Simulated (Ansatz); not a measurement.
Spectroscopic constants of CuF, closed-shell singlet (the spin of the measured ground state). No spin–orbit coupling. Cu is treated without relativity.

Constants: fifth-degree fit in 1/R to seven points, most abundant isotopes. In def2 and cc sets the state is the lowest found near the PBE0 minimum, followed along R. The singlet is held restricted. HF and MP2 rows in def2 and cc sets belong to the determinant that coupled cluster picked by its CCSD energy.

Correlated levels freeze the inner cores; with def2 sets outer-core shells near the valence are correlated too. CBS: X⁻³ extrapolation of the correlation energy, Hartree–Fock from the larger set.

Run with Ansatz (Gaussian basis) for Hartree–Fock, density functionals and correlated methods. Values without a source in brackets are computed.

D_e counts from each atom's lowest state at the same level, without counterpoise or zero-point energy.

```tsv
level	r_e (Å)	ω_e (cm⁻¹)	ω_e x_e (cm⁻¹)	D_e (eV)	dipole (D)
B97M-V/def2-TZVPP	1.741	627	3.8	4.10	4.74
BHLYP/def2-TZVPP	1.779	593	3.1	3.58	5.79
wB97M-V/def2-TZVPP	1.771	(withheld)	3.1	4.23	5.42
MP2/def2-QZVPP	1.729	630	3.8	-	-
SCS-MP2/def2-QZVPP	1.745	612	3.6	-	-
CCSD/def2-TZVPP	1.779	588	3.0	3.91	-
CCSD(T)/def2-TZVPP	1.775	584	2.9	4.00	-
CCSD(T)/CBS(def2-TZVPP, def2-QZVPP)	(withheld)	(withheld)	4.2	4.29	-
```

Task: What belongs in the gaps?

Result: 
- CCSD(T)/CBS(def2-TZVPP, def2-QZVPP), r_e (Å): 1.747
- CCSD(T)/CBS(def2-TZVPP, def2-QZVPP), ω_e (cm⁻¹): 621
- wB97M-V/def2-TZVPP, ω_e (cm⁻¹): 598

Measured for the ground state: r_e 1.7449 Å [microwave values compiled in ACS Omega 2, 8373 (2017)]. ω_e 622.65 cm-1, ω_e x_e 3.95 cm-1, B_e 0.3794 cm-1, α_e 0.0032298 cm-1 [NIST CCCBDB]. dipole 5.26 D [compilation of Liu, Meijer and Pérez-Ríos].

Ansatz is a program for electronic structure.
